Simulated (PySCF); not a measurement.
ZnCH3, optimised at GFN2-xTB:

```xyz
5

C     -0.0145    -0.0105     0.0287
Zn    -0.0179     0.8584    -1.9868
H     -0.0208    -1.0920    -0.0511
H      0.8769     0.3146     0.5538
H     -0.8979     0.3244     0.5610
```

Computed with PySCF (xtb for GFN2) and rigid-rotor harmonic-oscillator thermochemistry at 1 bar. 6-31G* has spherical d functions here. Open shells (unrestricted): ZnCH3 (multiplicity 2). GFN2 has no spin-polarisation term. B3LYP is the form with VWN-RPA correlation. Zn: all electrons, no relativistic terms. ZnCH3: computed as isolated molecules; such fragments, hydroxides, amides, oligomers or adducts are transient or little studied in the gas.

**Question.** List the harmonic frequencies (cm⁻¹, unscaled) at this level and at the other levels, each on its own geometry.

**Answer.** 
- GFN2-xTB: 334, 448, 448, 1131, 1473, 1473, 3020, 3038, 3038
- B3LYP/6-31G*: 497, 614, 614, 1195, 1461, 1462, 3046, 3134, 3134
- HF/6-31G*: 494, 646, 647, 1302, 1589, 1589, 3179, 3255, 3255
- PBE/def2-SVP: 438, 572, 572, 1045, 1362, 1362, 2968, 3094, 3094
- PBE0/def2-TZVP: 448, 599, 599, 1097, 1432, 1432, 3050, 3158, 3158
